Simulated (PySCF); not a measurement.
# Spin-rotation constants: `C[C@H](C#N)C1CC(=O)C1`, C7H9NO

Geometry (Å), atoms numbered from 1 in this order:
```xyz
18

C    -1.9966    0.8267   -0.3280
C    -1.0283   -0.3054    0.0302
C    -1.5338   -1.0238    1.1793
N    -1.9311   -1.5797    2.0953
C     0.3732    0.2251    0.3464
C     1.4442   -0.8525    0.6232
C     2.2442   -0.3123   -0.5430
O     3.3078   -0.5804   -1.0155
C     1.1806    0.7156   -0.8749
H    -1.6233    1.3783   -1.1872
H    -2.9783    0.4260   -0.5696
H    -2.1026    1.5145    0.5083
H    -0.9658   -1.0153   -0.8049
H     0.3065    0.9698    1.1417
H     1.9503   -0.7890    1.5848
H     1.1111   -1.8810    0.4858
H     1.5237    1.7479   -0.8418
H     0.7094    0.5418   -1.8417
```

The calculation used GIAO BHandHLYP/pcSseg-1 magnetisability, rotational g tensor and spin-rotation constants, non-relativistic, gas phase (PySCF). Geometry: GFN2-xTB.

(1) Give the nuclear spin-rotation constants along the inertial axes (H = +C I·J) beside the isotropic shieldings.

Results:

(1) Rotational constants 3.3650, 0.9941, 0.8093 GHz. A star marks the isotopologue with that one atom substituted, in its own axes.
| atom | isotope | Caa (kHz) | Cbb (kHz) | Ccc (kHz) | mean (kHz) | σ (ppm) |
| --- | --- | --- | --- | --- | --- | --- |
| N4 | 14N | 0.480 | 0.114 | 0.180 | 0.258 | -37.1 |
| H10 | 1H | -0.195 | -0.032 | -0.096 | -0.108 | 30.7 |
| H11 | 1H | -0.087 | -0.106 | -0.055 | -0.083 | 30.3 |
| H12 | 1H | -0.339 | -0.112 | 0.004 | -0.149 | 30.6 |
| H13 | 1H | -0.317 | -0.125 | 0.014 | -0.143 | 29.9 |
| H14 | 1H | -0.309 | -0.123 | 0.019 | -0.138 | 29.7 |
| H15 | 1H | -0.383 | -0.041 | -0.015 | -0.146 | 28.5 |
| H16 | 1H | -0.340 | -0.066 | -0.013 | -0.140 | 29.0 |
| H17 | 1H | -0.348 | -0.048 | -0.022 | -0.139 | 28.8 |
| H18 | 1H | -0.414 | -0.061 | -0.007 | -0.161 | 29.4 |
| C1 | 13C* | 0.496 | 0.134 | 0.121 | 0.250 | 166.5 |
| C2 | 13C* | 0.516 | 0.172 | 0.127 | 0.272 | 155.1 |
| C3 | 13C* | 0.892 | 0.200 | 0.374 | 0.488 | 58.1 |
| C5 | 13C* | 0.608 | 0.160 | 0.111 | 0.293 | 156.8 |
| C6 | 13C* | 0.569 | 0.187 | 0.185 | 0.314 | 133.5 |
| C7 | 13C* | 1.688 | 0.564 | 0.188 | 0.813 | -24.8 |
| O8 | 17O* | -3.497 | -0.687 | -0.092 | -1.425 | -355.6 |
| C9 | 13C* | 0.577 | 0.184 | 0.178 | 0.313 | 135.5 |

For the geometry as given, no vibrational averaging.
